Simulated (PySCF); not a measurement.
Compound: C4H5F5O2.
Numbering: `[CH3:1][O:2][C@@H:3]([O:4][C:5]([F:6])([F:7])[F:8])[CH:9]([F:10])[F:11]` (hydrogens: H12, H13, H14 on C1; H15 on C3; H16 on C9)

Computed with PySCF 2.14.0, PBE0-D3(BJ)/def2-SVP geometry optimisation, gas phase.

List the bond lengths, angles and torsions at this level.

```csv
bond,length (pm)
C1–O2,140.8
O2–C3,135.8
C3–O4,142.8
O4–C5,134.0
C5–F6,131.6
C5–F7,134.1
C5–F8,133.2
C3–C9,152.2
C9–F10,134.5
C9–F11,134.3
"C1–H12, C1–H13, C1–H14",110.1
C3–H15,110.8
C9–H16,110.3
```

Bonds in one row agree within 1 pm and their mean is given. A selection of angles:
```csv
angle,degrees
O2–C1–H12,111.5
O2–C1–H14,107.0
H12–C1–H13,108.8
C1–O2–C3,115.8
O2–C3–O4,110.9
O2–C3–C9,107.3
O2–C3–H15,112.9
O4–C3–C9,107.2
O4–C3–H15,109.3
C9–C3–H15,109.0
C3–O4–C5,118.4
O4–C5–F6,108.4
O4–C5–F7,111.8
O4–C5–F8,112.6
F6–C5–F7,108.5
F6–C5–F8,108.9
C3–C9–F10,108.7
C3–C9–F11,109.4
C3–C9–H16,110.9
F10–C9–F11,108.5
F10–C9–H16,109.5
F11–C9–H16,109.7
```

Dihedral angles: C1–O2–C3–O4 76° (synclinal); O2–C3–O4–C5 -123° (anticlinal); C3–O4–C5–F6 -176° (antiperiplanar); O2–C3–C9–F10 67° (synclinal).

The 4 C–O bonds span 1.340 Å (O4–C5, drawn single) to 1.428 Å (C3–O4, drawn single), a spread of 0.088 Å. O2 (ether oxygen) is bent (angle 115.8°). The 5 C–F bonds span 1.316 Å (C5–F6, drawn single) to 1.345 Å (C9–F10, drawn single), a spread of 0.029 Å. Of the pairs four or more bonds apart, F8···H15 is among the closest relative to their van der Waals radii: 2.46 Å, 92 % of the sum of Bondi's values.

Point group: C1 (no symmetry element, even within 0.4 Å). Stationary, but not proved a minimum. One conformer, not necessarily the lowest.
